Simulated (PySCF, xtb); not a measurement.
AlH4P, SMILES [AlH2][PH2].

Harmonic wavenumbers (cm⁻¹) from xtb 6.7.1 with GFN2-xTB at its own minimum, in rising order: 47, 261, 385, 452, 527, 604, 763, 1109, 1740, 1773, 2130, 2183.

Question: What does PBE-D3(BJ)/def2-TZVP run with PySCF give at its own minimum? (The exact figures need the calculation; the answer reports its results.)

Answer: 198, 352, 391, 410, 596, 639, 751, 1049, 1860, 1877, 2324, 2340. Paired by order, the mean absolute difference is 87 cm⁻¹ and the zero-point energies are 17.1 and 18.3 kcal/mol.
